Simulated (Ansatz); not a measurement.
A structure relaxed at PBE-D4/def2-SVP in Ansatz, charge 0, singlet:

```tsv
atom	x (Å)	y (Å)	z (Å)
Pt1	1.8578	0.8027	0.6221
Pt2	-0.4994	-0.2306	-0.2522
Te3	-2.7421	-1.1631	-0.7913
Te4	1.4264	0.2434	-1.8362
Te5	-0.0428	0.3476	2.2576
```

Task: Give its formula and point group.

Result: the cluster Te3Pt2. Point group Cs (tolerance 0.1 Å).

Task: Summarise the bond lengths by kind (pairs closer than 1.2 times the sum of covalent radii, bridged metal pairs left out).

Result: 5 × Pt–Te 2.49 to 2.62 Å.

In the def2 sets Pt, Te take a core potential; there is no spin–orbit coupling. The restricted singlet is unstable towards broken spin symmetry in Hartree–Fock (as tested in another run); at PBE-D4/def2-SVP this wasn't settled. An occupied level lies above an empty one. The structure comes from a short search, and lower isomers may exist.
